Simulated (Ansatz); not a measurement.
The cluster GaN₂⁻ was relaxed with r2SCAN-D4 (def2-TZVPD) in Ansatz in these states: charge -1 quintet, charge -1 triplet. The geometries follow in no particular order.

A:

```csv
atom,x (Å),y (Å),z (Å)
Ga1,0.556,-0.124,-1.789
N2,-0.216,-0.493,0.952
N3,-0.341,0.616,0.837
```

B:

Cartesian coordinates in Å:
```
Ga 0.863 -0.354 0.845
N -0.131 -0.165 -0.873
N -0.733 0.519 0.028
```

Question: Judge from the bond lengths which geometry belongs to which state (an estimate).

Answer: A is the charge -1 triplet (Ga1–N3 2.871 Å, Ga1–N2 2.871 Å, N2–N3 1.122 Å); B is the charge -1 quintet (Ga1–N3 1.994 Å, Ga1–N2 1.994 Å, N2–N3 1.281 Å).

At r2SCAN-D4/def2-TZVPD the highest occupied level of the charge -1 triplet lies above zero (up to 2.12 eV). It is a level of α spin, whose loss leaves a doublet; that state wasn't run at this geometry and level. The electron is either unbound and held by the finite basis, or the level is raised by self-interaction error. At r2SCAN-D4/def2-TZVPD the highest occupied level of the charge -1 quintet lies above zero (up to 2.27 eV). It is a level of α spin, whose loss leaves a quartet; that state wasn't run at this geometry and level. The electron is either unbound and held by the finite basis, or the level is raised by self-interaction error. At PBE0-D4/def2-TZVPD a triplet lies 3.66 eV below the charge -1 quintet. These are the stationary points nearest to one start from a short search; other shapes may lie lower in each state. The charge -1 triplet has come apart into loosely held pieces.
